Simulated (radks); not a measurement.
Species: the lanthanum ion La3+. Configuration: [Xe].

Method: Dirac Kohn-Sham, PBE, spin-unpolarised, spherical densities, point nucleus; computed with a radial shooting solver on a logarithmic mesh with Libxc functionals.

Energy parts (eV):
| part | energy |
|---|---|
| total | -231193.16 |
| kinetic | 247437.30 |
| electron-nucleus | -561235.50 |
| Hartree | 88136.33 |
| exchange-correlation | -5531.29 |

Orbitals (lengths in bohr, moments of r in powers of bohr; <r^-3> diverges for s and p1/2):
| orbital | occ. | eigenvalue (eV) | <r^-3> | <r> | <1/r> |
|---|---|---|---|---|---|
| 1s1/2 | 2 | -38743.23 | - | 0.02507 | 62.03 |
| 2s1/2 | 2 | -6184.788 | - | 0.1070 | 14.59 |
| 2p1/2 | 2 | -5833.931 | - | 0.08991 | 14.57 |
| 2p3/2 | 4 | -5420.799 | 6682 | 0.09601 | 13.25 |
| 3s1/2 | 2 | -1341.303 | - | 0.2848 | 5.254 |
| 3p1/2 | 2 | -1193.461 | - | 0.2747 | 5.166 |
| 3p3/2 | 4 | -1112.936 | 1336 | 0.2867 | 4.837 |
| 3d3/2 | 4 | -854.1332 | 218.0 | 0.2577 | 4.700 |
| 3d5/2 | 6 | -836.9067 | 199.0 | 0.2615 | 4.616 |
| 4s1/2 | 2 | -289.4660 | - | 0.6541 | 2.172 |
| 4p1/2 | 2 | -235.0658 | - | 0.6745 | 2.068 |
| 4p3/2 | 4 | -217.9283 | 285.4 | 0.7014 | 1.961 |
| 4d3/2 | 4 | -128.7716 | 38.43 | 0.7616 | 1.742 |
| 4d5/2 | 6 | -125.7946 | 34.76 | 0.7712 | 1.716 |
| 5s1/2 | 2 | -61.6058 | - | 1.541 | 0.8619 |
| 5p1/2 | 2 | -46.5582 | - | 1.709 | 0.7690 |
| 5p3/2 | 4 | -43.9132 | 43.94 | 1.778 | 0.7337 |

The highest occupied level is 5p3/2 at -43.913 eV. The density falls to 0.001 e/bohr^3 at r = 3.51 bohr.
